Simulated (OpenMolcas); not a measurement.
# Ag2+: moving or changing the point charges

Ag2+ among 2 point charges of -2.5 e arranged as a linear pair (D∞h), 1.8 Å from the ion.
```
   0.0000    0.0000    1.8000  -2.50
   0.0000    0.0000   -1.8000  -2.50
```

```json
{"Program": "OpenMolcas", "Method": "SS-CASPT2, IPEA 0.25 Eh, imaginary shift 0.1 Eh (closed shells correlated: 4s 4p)", "Basis": "ANO-RCC-VTZP [7s6p4d2f1g]", "Scalar Hamiltonian": "DKH2, point nucleus", "Active space": "9 electrons in 5 orbitals (4d)", "State averaging": "2S+1 = 2 even, 5 roots", "Spin-orbit coupling": "state interaction with AMFI integrals over the reference wave functions"}
```

Runs around this geometry, states (labels by Λ). Energies in cm-1 above the lowest state or level, χT in cm3 K/mol.

| R (Å) | q (e) | Ground state | First state of that spin | First gap with spin-orbit (degeneracies) | χT at 300 K |
| --- | --- | --- | --- | --- | --- |
| 1.8 | -2 | 2Σ | 2Π 3970 | 3670 (2, 2) | 0.847 |
| 1.66 | -2.5 | 2Π | 2Σ 25 | 470 (2, 2) | 1.139 |
| 1.8 | -2.5 | 2Σ | 2Π 2060 | 2050 (2, 2) | 0.940 |
| 1.94 | -2.5 | 2Σ | 2Π 2930 | 2780 (2, 2) | 0.908 |

Scaling the charges by -2 / -2.5 = 0.80 scales the first state of the same spin by 3970 / 2060 = 1.93; with fixed orbitals a first-order splitting would follow the charge.

The ground state changes within this set.

Free-ion shares, where given, are those of the reference states; single-state CASPT2 does not remix them. Spin-orbit coupling mixes the spin-free states strongly: the lowest level takes only 61 % from its leading state, 2Σ, which lies 25 cm-1 above the lowest spin-free state (holds for R = 1.66, q = -2.5). This is an electrostatic model: the charges have no orbitals. No measured value stands beside these numbers.
